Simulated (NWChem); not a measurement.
System: C2H7FOSi; SMILES CC[SiH](O)F

The following NWChem deck was run.

```
start job
memory heap 200 mb stack 900 mb global 1100 mb
geometry units angstroms noautoz
  Si     0.026641     0.525293     0.324573
  O     -1.477124     0.840101    -0.290600
  F      0.950611     1.747800    -0.200466
  C      0.735862    -1.081008    -0.304928
  C     -0.098515    -2.314804     0.036294
  H      0.029417     0.587849     1.813609
  H     -2.143786     0.149868    -0.263132
  H      0.860429    -0.982947    -1.397556
  H      1.755758    -1.178101     0.107156
  H     -0.228716    -2.434672     1.124308
  H      0.367247    -3.239787    -0.336754
  H     -1.105097    -2.262260    -0.410572
end
basis spherical
  * library def2-svp
end
dft
  xc mpw1k
  iterations 150
  mulliken
end
task dft energy
```

The geometry was optimised at PBE0/def2-SVP. Not confirmed as a minimum by frequencies.

Question: Give the results of this calculation. (MPW1K/def2-SVP.) Quantities: energy (Ha); highest occupied level (eV); orbital gap (eV); dipole (D).

Answer: The energy (Ha) is -544.75 and the highest occupied level (eV) is -9.35. The orbital gap (eV) is 10.89 and the dipole (D) comes out as 3.33.
